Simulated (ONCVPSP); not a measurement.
Scattering properties, ONCV potential for Te

Te (Z = 52), optimised norm-conserving Vanderbilt (ONCV), made with ONCVPSP 4.0.1 (PBE, fully relativistic). Core [Kr] 4d10, reference 5s1.75 5p4.25. Waves: 5s: rc 1.65 bohr, ncon 4, nbas 7, qcut 3.4 1/bohr, 2 projectors, debl 2.6 Ha; 5p: rc 2.35 bohr, ncon 5, nbas 9, qcut 3.1 1/bohr, 2 projectors, debl 2 Ha; d scattering state at 0.11 Ha: rc 2.55 bohr, ncon 4, nbas 7, qcut 3.7 1/bohr, 3 projectors, debl 1 Ha. Local part: polynomial inside 1.35 bohr (lpopt 5, dvloc0 6 Ha). Core correction: Teter function, fcfact 3.5, rcfact 1.75.

Open shells are filled in proportion to 2j + 1.

The phase is arctan(r·R′/R) of the radial function R(r), unwrapped; energies in Ha, scanned from -2 to 5 Ha. A pole is an energy at which the radial function vanishes at the test radius. The pseudo phase is shifted by a multiple of π to meet the all-electron one at the reference energy, and phase errors are pseudo minus all-electron; the curves can meet again beyond the range given. Levels narrower than the energy grid can be missing from the lists of poles. n/a: not evaluated, since a narrow level or a reset projector energy made the automatic matching unsafe.

Task: For each channel, where are the poles, and over which energies does the pseudopotential scatter like the atom?

Result:

| channel | radius (bohr) | reference energy (Ha) | poles, all-electron | poles, pseudo | unbroken range about the reference energy with phases within 0.05 rad | phase error 1 Ha above the reference energy (rad) |
| --- | --- | --- | --- | --- | --- | --- |
| s | 1.67 | -0.56 | 3.31 | 2.61, 3.45 | below 2.6 | -0.001 |
| p3/2 | 2.38 | -0.21 | 1.00 | 1.00, 4.70 | below 2.8 | -0.000 |
| p1/2 | 2.38 | -0.24 | 0.86 | 0.86, 4.87 | below 2.8 | -0.000 |
| d5/2 | 2.59 | 0.11 | -1.50, 1.75 | 1.75 | n/a | n/a |
| d3/2 | 2.59 | 0.11 | -1.56, 1.72 | -0.86, 1.72 | -0.8 to 3.3 | +0.000 |

Note: ghosts flagged at negative energy: d5/2 at -24.4 eV, d3/2 at -23.4 eV; GHOST(+) flagged for s at 71.7 eV, p3/2 at 136.7 eV, d5/2 at 342.5 eV, d3/2 at 349.3 eV. A true bound ghost makes a file unfit for plane-wave use.

Phases in the p3/2 channel:

| E (Ha) | all-electron | pseudo |
| --- | --- | --- |
| -1.98 | 1.241 | 1.240 |
| -1.80 | 1.210 | 1.209 |
| -1.62 | 1.171 | 1.169 |
| -1.44 | 1.118 | 1.116 |
| -1.26 | 1.043 | 1.042 |
| -1.08 | 0.932 | 0.930 |
| -0.90 | 0.752 | 0.750 |
| -0.72 | 0.440 | 0.439 |
| -0.54 | -0.064 | -0.065 |
| -0.36 | -0.608 | -0.608 |
| -0.18 | -0.973 | -0.973 |
| 0.00 | -1.184 | -1.184 |
| 0.18 | -1.313 | -1.313 |
| 0.36 | -1.399 | -1.399 |
| 0.54 | -1.462 | -1.462 |
| 0.72 | -1.510 | -1.511 |
| 0.90 | -1.551 | -1.551 |
| 1.08 | -1.586 | -1.587 |
| 1.26 | -1.619 | -1.619 |
| 1.44 | -1.652 | -1.652 |
| 1.62 | -1.685 | -1.685 |
| 1.80 | -1.722 | -1.722 |
| 1.98 | -1.765 | -1.765 |
| 2.16 | -1.818 | -1.819 |
| 2.34 | -1.890 | -1.893 |
| 2.52 | -1.997 | -2.004 |
| 2.70 | -2.173 | -2.195 |
| 2.88 | -2.500 | -2.571 |
| 3.06 | -3.086 | -3.249 |
| 3.24 | -3.707 | -3.866 |
| 3.42 | -4.072 | -4.187 |
| 3.60 | -4.264 | -4.354 |
| 3.78 | -4.376 | -4.454 |
| 3.96 | -4.449 | -4.523 |
| 4.14 | -4.500 | -4.575 |
| 4.32 | -4.538 | -4.620 |
| 4.50 | -4.568 | -4.662 |
| 4.68 | -4.592 | -4.707 |
| 4.86 | -4.613 | -4.768 |
